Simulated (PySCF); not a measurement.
SbF2Br, SMILES [F][Sb]([F])[Br]. Coordinates come from a B3LYP-D3(BJ)/def2-SVP optimisation. The def2 effective core potentials stand for the cores of Sb; spin–orbit coupling is left out.

Level of theory: B3LYP-D3(BJ)/def2-SVP run with PySCF.

Harmonic wavenumbers (cm⁻¹): 130, 151, 208, 261, 634, 641. Rotational constants (GHz): 4.173, 1.226, 1.137; symmetry number 1.

**Question.** Work out the zero-point energy and the ideal-gas rigid-rotor harmonic-oscillator thermochemistry at 298.15 K and 1 atm.

**Answer.** ZPE = ½ Σ hcν = ½ × 2024 cm⁻¹ = 12.11 kJ/mol. H − E(el) = 28.91 kJ/mol. Entropy in J/(mol K): translation 177.08, rotation 118.84, vibration 42.28, total 338.21. G − E(el) = -71.93 kJ/mol. Cp = 72.19 J/(mol K). Modes under 150 cm⁻¹ make the vibrational entropy uncertain.
